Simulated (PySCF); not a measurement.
Q: Give a PBE0-D3(BJ)/def2-SVP geometry of `[PH3]->[Rh](<-[PH3])(<-[PH3])[Cl]` (RhCl(PH3)3). (Singlet state.)

A: 
```xyz
14
ClH9P3Rh angstrom
Rh     0.505    0.000    0.057
Cl     2.846   -0.012    0.210
P      0.662    2.265    0.014
H     -0.074    3.077    0.923
H      0.294    2.967   -1.168
H      1.951    2.817    0.211
P     -1.696    0.002   -0.079
H     -2.383   -0.958   -0.880
H     -2.412    1.139   -0.557
H     -2.483   -0.190    1.096
P      0.645   -2.271    0.065
H      1.926   -2.819    0.320
H      0.326   -2.989   -1.122
H     -0.127   -3.072    0.955
```

Orientation and origin are arbitrary. Atoms count from 1 in this order. P7 (phosphorus bonded to Rh and 3 H) has angles from 96.1° to 121.5°. Rh1 (rhodium bonded to Cl and 3 P) is square planar (angles from 86.2° to 179.7°). The 5 heavy atoms lie in one plane (0.015 Å rms). The P–Rh distances run from 2.205 Å (Rh1–P7) to 2.275 Å (Rh1–P11), a spread of 0.070 Å.

Bonds between heavy atoms (Å): Rh1–Cl2 2.346, Rh1–P3 2.270, Rh1–P7 2.205, Rh1–P11 2.275.

Computed, not measured: PBE0-D3(BJ)/def2-SVP geometry optimisation, gas phase, def2 core potentials past Kr in PySCF 2.14.0.

Point group: near Cs, missed by 0.38 Å at most; the miss may be what the optimiser left on a soft mode. Whether it is a minimum is left open (no frequencies).
